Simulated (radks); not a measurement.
O, 8 electrons, occupied as 1s1.5 2s2 2p4 3p0.5 (fractional occupations, a model configuration). Calculated with a radial shooting solver on a logarithmic mesh with Libxc functionals: non-relativistic Kohn-Sham, SCAN, spin-polarised, spherical densities, point nucleus; open shells are filled with parallel spins first; meta-GGA in the generalised Kohn-Sham scheme.

Radial electron density D(r) = 4 pi r^2 rho(r):

r (bohr)  D(r) (e/bohr)  spin D(r)
0.01828          0.7769      0.247
0.02094          0.9772      0.311
0.02399           1.222      0.389
0.02749           1.516      0.483
0.03149           1.867      0.595
0.03579           2.252      0.717
0.04101           2.720      0.867
0.04698           3.245       1.03
0.05382           3.820       1.22
0.06117           4.390       1.40
0.07009           5.001       1.60
0.0803            5.584       1.79
0.09199           6.093       1.96
0.1054            6.477       2.09
0.1198            6.680       2.17
0.1372            6.688       2.19
0.1572            6.463       2.15
0.1801            6.015       2.04
0.2064            5.396       1.89
0.2346            4.736       1.73
0.2687            4.067       1.58
0.3079            3.555       1.47
0.3527            3.303       1.44
0.4041            3.359       1.49
0.4593            3.672       1.59
0.5262            4.187       1.72
0.6029            4.740       1.85
0.6907            5.159       1.90
0.7913            5.302       1.86
0.8994            5.122       1.72
1.03              4.609       1.48
1.181             3.849       1.19
1.353             2.972      0.877
1.55              2.113      0.593
1.761             1.414      0.375
2.018            0.8432      0.208
2.312            0.4569      0.103
2.648            0.2253     0.0478
3.034            0.1051     0.0249
3.449           0.05490     0.0206
3.951           0.03751     0.0251
4.527           0.03730     0.0333
5.186           0.04453     0.0434
5.894           0.05232     0.0520
6.753           0.05862     0.0586
7.737           0.06067     0.0607
8.864           0.05701     0.0570
10.15           0.04744     0.0474
11.54           0.03482     0.0348
13.22           0.02119     0.0212
15.15           0.01062     0.0106
17.36          0.004292    0.00429
19.88          0.001376    0.00138
22.6          0.0003780   0.000378

D(r) has 3 maxima, at r = 0.129, 0.785, 7.61 bohr, and minima at 0.367, 4.21 bohr, inside which lie 1.64, 7.53 electrons.
